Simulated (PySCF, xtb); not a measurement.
BF2I, SMILES FB(F)I.

GFN2-xTB (xtb 6.7.1) at its own geometry gives an orbital gap of 4.89 eV and a dipole moment of 2.68 D.

Coordinates come from a PBE0-D3(BJ)/def2-SVP optimisation. The def2 effective core potentials stand for the cores of I; spin–orbit coupling is left out.

Problem. What does PBE0/def2-TZVPD (PySCF) give? (The exact figures need the calculation; the answer reports its results.)

Solution. gap 7.42 eV (levels -8.15 and -0.74 eV), dipole 0.46 D.
